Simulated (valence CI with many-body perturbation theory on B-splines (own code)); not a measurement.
# Pr²⁸⁺: calculated level list

Computed by valence CI with perturbative core correlation (CI+MBPT): three valence electrons over a frozen Dirac-Fock core [Ar] 3d10, radial functions for each j: 11 s, 11 p, 10 d, 8 f, 5 g, 2 h, with the one-electron correlation potential Σ1 (screened to all orders), the two-electron term Σ2, the three-electron term Σ3, Breit, model QED; selected single and double excitations, second order for the rest, scaled by the run's own slope (own B-spline code, finite nucleus).

The last digits are not significant, and no measured levels were compared; by estimate large intervals hold to a few tenths of a per cent, small ones and those within an open d or f shell to about a per cent.

Levels 91 to 135 of 176, with energies above the lowest level, (4s^2 4p1/2) J=1/2. "Leading %" is the weight of the configuration and term that name the level; weights of strongly mixed levels are sums over their largest components and can fall short. In the jj column 3d3/2^4 stands for four electrons in 3d with j = 3/2.

| No. | Configuration | Term | J | E (× 10³ cm⁻¹) | Leading % | Second component | g | Leading jj |
| --- | --- | --- | --- | --- | --- | --- | --- | --- |
| 91 | 4s.4p.4f | 4F | 7/2 | 2742.7 | 52 | 16 % 4s.4d2 4F | 1.217 | 4s 4p3/2 4f5/2 (57 %) |
| 92 | 4s.4p.4f | 4F | 9/2 | 2744.2 | 40 | 30 % 4s.4d2 4F | 1.284 | 4s 4p3/2 4f7/2 (42 %) |
| 93 | 4s.4p.4f | 4D | 3/2 | 2748.9 | 79 | 14 % 4s.4p.4f 4F | 1.053 | 4s 4p3/2 4f5/2 (82 %) |
| 94 | 4s.4p.4f | 4D | 5/2 | 2750.0 | 41 | 21 % 4s.4d2 2D | 1.264 | 4s 4p3/2 4f7/2 (35 %) |
| 95 | 4s.4p.4f | 4D | 1/2 | 2750.5 | 99 |  | -0.002 | 4s 4p3/2 4f5/2 (99 %) |
| 96 | 4s.4d2 | 2F | 5/2 | 2764.6 | 60 | 14 % 4s.4p.4f 2D | 0.908 | 4s 4d3/2 4d5/2 (42 %) |
| 97 | 4s.4p.4f | 2F | 7/2 | 2775.0 | 48 | 17 % 4s.4p.4f 4D | 1.130 | 4s 4p3/2 4f7/2 (65 %) |
| 98 | 4s.4d2 | 2F | 7/2 | 2792.1 | 53 | 28 % 4s.4p.4f 2F | 1.139 | 4s 4d5/2^2 (38 %) |
| 99 | 4s.4p.4f | 2F | 5/2 | 2793.7 | 49 | 12 % 4s.4d2 2D | 0.991 | 4s 4p3/2 4f7/2 (34 %) |
| 100 | 4s.4d2 | 2P | 1/2 | 2809.7 | 52 | 30 % 4s.4d2 2S | 1.202 | 4s 4d3/2 4d5/2 (49 %) |
| 101 | 4s.4p.4f | 2G | 9/2 | 2836.7 | 85 | 12 % 4s.4d2 2G | 1.110 | 4s 4p3/2 4f7/2 (56 %) |
| 102 | 4s.4p.4f | 2D | 3/2 | 2847.4 | 45 | 24 % 4s.4d2 2P | 0.967 | 4s 4p3/2 4f7/2 (40 %) |
| 103 | 4s.4d2 | 2S | 1/2 | 2858.0 | 56 | 32 % 4s.4d2 2P | 1.516 | 4s 4d5/2^2 (74 %) |
| 104 | 4s.4d2 | 2P | 3/2 | 2860.6 | 49 | 22 % 4s.4p.4f 2D | 1.111 | 4s 4d5/2^2 (52 %) |
| 105 | 4s.4p.4f | 2G | 9/2 | 2892.7 | 57 | 27 % 4s.4d2 2G | 1.127 | 4s 4p3/2 4f7/2 (49 %) |
| 106 | 4s.4p.4f | 2F | 7/2 | 2893.3 | 38 | 22 % 4s.4d2 2F | 1.077 | 4s 4p3/2 4f5/2 (39 %) |
| 107 | 4s.4p.4f | 2D | 3/2 | 2895.0 | 76 | 12 % 4p2.4d 2D | 0.807 | 4s 4p3/2 4f5/2 (72 %) |
| 108 | 4s.4p.4f | 2D | 5/2 | 2896.5 | 71 | 11 % 4s.4d2 2D | 1.173 | 4s 4p3/2 4f7/2 (76 %) |
| 109 | 4s.4p.4f | 2F | 5/2 | 2902.6 | 25 | 25 % 4s.4p.4f 2D | 0.981 | 4s 4p3/2 4f5/2 (42 %) |
| 110 | 4s.4p.4f | 2G | 7/2 | 2914.7 | 52 | 23 % 4s.4d2 2G | 0.946 | 4s 4p3/2 4f5/2 (32 %) |
| 111 | 4p.4d2 | 4G° | 5/2 | 3036.3 | 25 | 22 % 4p2.4f 4G° | 0.775 | 4p1/2^2 4f5/2 (51 %) |
| 112 | 4p2.4f | 2F° | 7/2 | 3071.3 | 26 | 17 % 4p2.4f 2G° | 1.123 | 4p1/2^2 4f7/2 (85 %) |
| 113 | 4p.4d2 | 4G° | 5/2 | 3110.3 | 45 | 11 % 4p2.4f 4G° | 0.755 | 4p1/2 4d3/2^2 (44 %) |
| 114 | 4p.4d2 | 4G° | 7/2 | 3131.9 | 61 | 7 % 4p.4d2 4F° | 1.011 | 4p1/2 4d3/2 4d5/2 (86 %) |
| 115 | 4p.4d2 | 2D° | 5/2 | 3150.0 | 26 | 18 % 4p.4d2 2F° | 1.044 | 4p1/2 4d3/2 4d5/2 (76 %) |
| 116 | 4p.4d2 | 2H° | 9/2 | 3152.6 | 42 | 18 % 4p.4d2 2G° | 1.013 | 4p1/2 4d3/2 4d5/2 (79 %) |
| 117 | 4p.4d2 | 2D° | 3/2 | 3159.8 | 39 | 23 % 4p.4d2 4D° | 0.908 | 4p1/2 4d3/2 4d5/2 (78 %) |
| 118 | 4p.4d2 | 4D° | 1/2 | 3167.4 | 64 | 23 % 4p.4d2 2P° | 0.427 | 4p1/2 4d3/2^2 (86 %) |
| 119 | 4p.4d2 | 4P° | 1/2 | 3179.8 | 53 | 28 % 4p.4d2 2S° | 1.987 | 4p1/2 4d3/2 4d5/2 (97 %) |
| 120 | 4p.4d2 | 4F° | 3/2 | 3190.0 | 31 | 15 % 4p.4d2 2D° | 0.903 | 4p1/2 4d3/2^2 (79 %) |
| 121 | 4p.4d2 | 4D° | 7/2 | 3207.9 | 16 | 14 % 4p.4d2 2G° | 1.172 | 4p1/2 4d5/2^2 (57 %) |
| 122 | 4s2.5s | 2S | 1/2 | 3210.6 | 98 |  | 2.000 | 4s^2 5s (98 %) |
| 123 | 4p.4d2 | 4G° | 9/2 | 3211.9 | 46 | 11 % 4p.4d2 4F° | 1.143 | 4p1/2 4d5/2^2 (67 %) |
| 124 | 4p.4d2 | 4F° | 5/2 | 3224.0 | 22 | 21 % 4p.4d2 2F° | 1.054 | 4p1/2 4d3/2 4d5/2 (61 %) |
| 125 | 4p.4d2 | 4D° | 7/2 | 3236.7 | 22 | 13 % 4p.4d2 2G° | 1.153 | 4p1/2 4d3/2 4d5/2 (49 %) |
| 126 | 4p.4d2 | 4D° | 3/2 | 3238.0 | 43 | 22 % 4p.4d2 2D° | 1.079 | 4p1/2 4d3/2 4d5/2 (42 %) |
| 127 | 4p.4d2 | 4D° | 5/2 | 3247.6 | 36 | 15 % 4p.4d2 4P° | 1.201 | 4p1/2 4d5/2^2 (53 %) |
| 128 | 4p2.4f | 2G° | 7/2 | 3255.7 | 73 | 16 % 4p2.4f 4G° | 0.925 | 4p1/2 4p3/2 4f5/2 (74 %) |
| 129 | 4p.4d2 | 4P° | 3/2 | 3260.0 | 52 | 22 % 4p.4d2 4S° | 1.654 | 4p1/2 4d3/2 4d5/2 (45 %) |
| 130 | 4p2.4f | 2H° | 11/2 | 3264.9 | 48 | 32 % 4p2.4f 4G° | 1.157 | 4p1/2 4p3/2 4f7/2 (79 %) |
| 131 | 4p2.4f | 4G° | 9/2 | 3269.8 | 49 | 13 % 4p2.4f 2H° | 1.132 | 4p1/2 4p3/2 4f7/2 (50 %) |
| 132 | 4p2.4f | 2D° | 5/2 | 3270.3 | 41 | 21 % 4p2.4f 4G° | 1.003 | 4p1/2 4p3/2 4f5/2 (61 %) |
| 133 | 4p2.4f | 4G° | 7/2 | 3275.5 | 30 | 22 % 4p2.4f 4D° | 1.134 | 4p1/2 4p3/2 4f7/2 (58 %) |
| 134 | 4p2.4f | 4F° | 5/2 | 3277.6 | 36 | 34 % 4p2.4f 2F° | 0.935 | 4p1/2 4p3/2 4f5/2 (63 %) |
| 135 | 4p2.4f | 2G° | 9/2 | 3277.8 | 48 | 45 % 4p2.4f 4F° | 1.210 | 4p1/2 4p3/2 4f7/2 (85 %) |

Where two levels of one J and parity lie close, their mixing, g and order are uncertain.
